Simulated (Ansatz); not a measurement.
The input (input.yaml):

```yaml
accuracy: low
crystal:
  lattice:
    - [0.0, 5.43, 5.43]
    - [5.43, 0.0, 5.43]
    - [5.43, 5.43, 0.0]
  atoms:
    - { symbol: Si, position: [0.0, 0.0, 0.0] }
    - { symbol: Si, position: [0.125, 0.125, 0.125] }
    - { symbol: Si, position: [0.0, 0.0, 0.5] }
    - { symbol: Si, position: [0.125, 0.125, 0.625] }
    - { symbol: Si, position: [0.0, 0.5, 0.0] }
    - { symbol: Si, position: [0.125, 0.625, 0.125] }
    - { symbol: Si, position: [0.0, 0.5, 0.5] }
    - { symbol: Si, position: [0.125, 0.625, 0.625] }
    - { symbol: Si, position: [0.5, 0.0, 0.0] }
    - { symbol: Si, position: [0.625, 0.125, 0.125] }
    - { symbol: Si, position: [0.5, 0.0, 0.5] }
    - { symbol: Si, position: [0.625, 0.125, 0.625] }
    - { symbol: Si, position: [0.5, 0.5, 0.0] }
    - { symbol: Si, position: [0.625, 0.625, 0.125] }
    - { symbol: Si, position: [0.5, 0.5, 0.5] }
    - { symbol: Si, position: [0.625, 0.625, 0.625] }
    - { symbol: O, position: [0.2525211, 0.7498131, 0.2409773], spin: 1.0 }
magnetization:
  spin_polarized: true
basis:
  ecutwfc: 420.0
kpoints:
  mp_grid: { grid: [2, 2, 2] }
hamiltonian:
  xc: lda
  pseudopotentials: { kind: paw, azcp: { folder: soft_1 } }
scf:
  occupations: { method: fermi_dirac, width: 0.02 }
  lower_state_search: "off"
relax:
  f_tol: 0.08
  max_steps: 25
  adjacent_minimum: "off"
output:
  write_density: true
  write_potential: true
  elf: true
  volumetric_format: npy
```

Run as:

```bash
$ ansatz run input.yaml --threads 1 --pin off --max-ram 3072MiB --backend cpu --events-out ev --progress --plain --runs-dir out
```

Hardware: 1 thread of Arm Neoverse V1 (shared host).

Task: Roughly how long does this run take, and how much memory?

Result: 3 min, with a peak of 0.62 GiB, for 9 ionic steps.
